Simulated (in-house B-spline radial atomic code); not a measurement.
Co III (Co2+) is squeezed into an impenetrable sphere of radius R (the orbitals vanish at R). All numbers are computed (scalar-relativistic (X2C) Hartree-Fock, spin-polarised, averaged over the determinants with the given up and down occupations; Fermi nucleus of rms radius 3.7875 fm) with a B-spline radial code for spherical atoms, not measured.

Energies in eV above the free ion in [Ar] 3d7:

```tsv
R (bohr)	highest level (eV)	[Ar] 3d7	[Ne] 3s2 3p5 3d8
9.99	-33.5	0	62.18
5.87	-33.5	0.00206	62.19
5.12	-33.4	0.01469	62.2
4.02	-33.2	0.2418	62.46
3.35	-32.4	1.283	63.63
3.12	-31.7	2.278	64.74
2.8	-30.1	5.122	67.89
2.18	-21.7	27.31	91.9
1.9	-11.8	63.21	129.8
1.23	76.7	638.2	711.5
```

**Question.** Does [Ne] 3s2 3p5 3d8 fall below [Ar] 3d7 under compression?

**Answer.** No, it stays above over the whole range.

The highest level is first positive in the row R = 1.23 bohr, pushed up by confinement above the zero of the free ion's potential. Each configuration is held fixed and needn't be the lowest in the sphere.
